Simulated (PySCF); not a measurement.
An unknown shows these calculated signals:

¹H NMR (400 MHz, computed): δ 3.49 (br s, 2H), 2.19 (s, 2H), 0.28 (br s, 2H).

¹³C{¹H} NMR (computed): δ 33.0 (CH2).

- couplings computed with B3LYP/pcJ-1 (spin–dipole term only in couplings to heteroatoms)
- CAM-B3LYP/pcSseg-2 with gauge-including orbitals
- geometry from PBE0-D3(BJ)/def2-SVP
- code: PySCF 2.14.0 with density-fitted response routines
- single conformer, in vacuum, rapidly exchanging positions averaged, non-relativistic

Chemical shifts δ = σref − σ; TMS for ¹H (31.34 ppm), ¹³C (182.55 ppm), all at this level.

Question: Which of these does the molecule contain: an NH or NH2 group, a vinyl group CH=CH2, an OH group, an aldehyde, a CH3CH2 unit?

Answer: 
- An NH or NH2 group: yes (δH 0.28 (br s)).
- A vinyl group CH=CH2: no.
- An OH group: yes (δH 3.49 (br s)).
- An aldehyde: no.
- A CH3CH2 unit: no.

The data belong to SMILES NCB(O)O, CH₆BNO₂; they needn't prove each group on their own.

Carbon signals by region: 1 below 50 ppm.

OH and NH positions are those of a molecule without intermolecular hydrogen bonds; in solution they move with solvent, concentration and temperature, and exchange usually removes their couplings. A carbon bonded to boron is broadened by the quadrupolar boron nucleus and is often missing from a measured spectrum. Shifts are as computed, not scaled to solution data. Of 1309 compounds with measured shifts, 239 miss one by over three times the rms of a fit or turn the order of signals round; such compounds aren't used in these exercises. Couplings to exchangeable protons are dropped.
